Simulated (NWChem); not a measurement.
System: Si2H6Te; SMILES [SiH3][Te][SiH3]

Here is an NWChem input.

```
start job
memory heap 200 mb stack 900 mb global 1100 mb
geometry units angstroms noautoz
  Te    -0.742977    -0.146382     0.000000
  Si     0.987341    -0.004282     1.807981
  H      0.247738    -0.066193     3.102268
  H      1.947841    -1.144499     1.717431
  H      1.747504     1.278306     1.718833
  Si     0.987341    -0.004282    -1.807981
  H      1.747504     1.278306    -1.718833
  H      1.947841    -1.144499    -1.717431
  H      0.247738    -0.066193    -3.102268
end
basis spherical
  * library def2-svp
end
ecp
  Te library def2-ecp
end
dft
  xc xcamb88 1.00 lyp 0.81 vwn_5 0.19 hfexch 1.00
  cam 0.33 cam_alpha 0.19 cam_beta 0.46
  iterations 150
  vectors input atomic output neutral.movecs
end
task dft energy
charge 1
dft
  odft
  mult 2
  vectors input atomic output cation.movecs
end
task dft energy
```

Structure relaxed at the PBE0/def2-SVP level. No frequency run checked for a minimum. def2 effective core potentials on Te; no spin-orbit coupling.

Ions are spin-unrestricted doublets at the neutral geometry; other ion states weren't tried.

**Question.** What results follow from this input? (CAM-B3LYP/def2-SVP with def2 effective core potentials on Te, vertical spin-unrestricted ions.) Quantities: vertical ionisation energy, ΔSCF (eV); −ε(HOMO) (eV).

**Answer.** 
```
Item                                   Result
-------------------------------------  ------
vertical ionisation energy, ΔSCF (eV)    8.46
−ε(HOMO) (eV)                            7.60
```
